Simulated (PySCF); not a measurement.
Energy of Ir (iridium, neutral) between two integer charges

The 6s beta orbital of [Xe] 4f14 5d7 6s2 is emptied in steps (occupation f), with all orbitals relaxed, ending at [Xe] 4f14 5d7 6s1. Computed with PySCF 2.14 in aug-cc-pVTZ-PP with ECP60MDF (6s6p5d3f2g, 88 functions), with a scalar-relativistic core potential. The exact energy is a straight line in f; departures are measured from the line between the end points of the same method.

Problem. Among PBE0, r2SCAN, LC-wPBE, which shows the largest delocalisation error (convex curve), and which is closest to linear?

Solution. Most convex: r2SCAN (-0.725 eV at f = 0.5); closest to linear: LC-wPBE (0.016 eV).

```tsv
f	PBE0 (eV)	r2SCAN (eV)	LC-wPBE (eV)
1	0.000	0.000	0.000
0.75	-0.434	-0.544	0.015
0.5	-0.583	-0.725	0.016
0.25	-0.441	-0.541	0.006
0	0.000	0.000	0.000
```

| method | E(f=0) − E(f=1) (eV) | −ε at f=1 (eV) | −ε at f=0.5 (eV) |
| --- | --- | --- | --- |
| PBE0 | 8.636 | 6.337 | 8.618 |
| r2SCAN | 8.695 | 5.799 | 8.699 |
| LC-wPBE | 8.341 | 8.426 | 8.316 |

Reference removal energy between the ground levels: 8.967 eV (measured; NIST Atomic Spectra Database, ionization energies). The calculation has no spin-orbit coupling.
